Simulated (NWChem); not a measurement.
GeBrF, singlet; SMILES [F][Ge][Br]

All runs: NWChem. Low-valent species are run as closed-shell singlets; no triplet was tried in these runs. Geometry: optimised at PBE-D3(BJ)/def2-SVP. Total energies compare along this basis series because the functional is fixed.

```json
[
 {"level": "PBE0/pcseg-1", "basis functions": "68", "energy (Ha)": "-4749.8696", "highest occupied level (eV)": "-8.27", "orbital gap (eV)": "5.17", "dipole (D)": "2.37"},
 {"level": "PBE0/aug-pcseg-1", "basis functions": "95", "energy (Ha)": "-4749.8800", "highest occupied level (eV)": "-8.36", "orbital gap (eV)": "5.17", "dipole (D)": "2.32"},
 {"level": "PBE0/pcseg-2", "basis functions": "116", "energy (Ha)": "-4750.5549", "highest occupied level (eV)": "-8.24", "orbital gap (eV)": "5.18", "dipole (D)": "2.39"},
 {"level": "PBE0/STO-3G", "basis functions": "41", "energy (Ha)": "-4696.9554", "highest occupied level (eV)": "-4.15", "orbital gap (eV)": "4.66", "dipole (D)": "1.74"},
 {"level": "PBE0/def2-SVP", "basis functions": "78", "energy (Ha)": "-4749.7737", "highest occupied level (eV)": "-8.11", "orbital gap (eV)": "5.18", "dipole (D)": "2.26"}
]
```
